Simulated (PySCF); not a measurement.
C4H9Cl, SMILES CC(C)(C)Cl.

Coordinates come from a B3LYP-D3(BJ)/def2-SVP optimisation.

Calculation: TDDFT-LC-ωPBE/def2-SVPD (PySCF 2.14.0).

Vertical excitations; the highest root listed may be one member of a degenerate set. The molecule is in vacuum. State labels are in the subgroup Cs.

Computed lowest excited states:
```
state  symmetry  energy (eV)  λ (nm)      f                                   main pairs
-----  --------  -----------  ------  -----  -------------------------------------------
S1           A"         7.25     171  0.000      HOMO→LUMO+1, HOMO→LUMO (degenerate set)
S2           A'         7.25     171  0.000  HOMO−1→LUMO+1, HOMO−1→LUMO (degenerate set)
S3           A"         8.96     138  0.080      HOMO→LUMO, HOMO→LUMO+4 (degenerate set)
S4           A'         8.96     138  0.080  HOMO−1→LUMO, HOMO−1→LUMO+4 (degenerate set)
T1           A"         6.49     191      0      HOMO→LUMO+1, HOMO→LUMO (degenerate set)
T2           A'         6.49     191      0  HOMO−1→LUMO+1, HOMO−1→LUMO (degenerate set)
T3           A'         7.89     157      0         HOMO−2→LUMO+1 60 %, HOMO−2→LUMO 10 %
T4           A"         8.73     142      0             HOMO→LUMO 59 %, HOMO→LUMO+4 25 %
```
Triplets are in the Tamm–Dancoff approximation, which puts them higher than full response would, so one can lie above its singlet here.
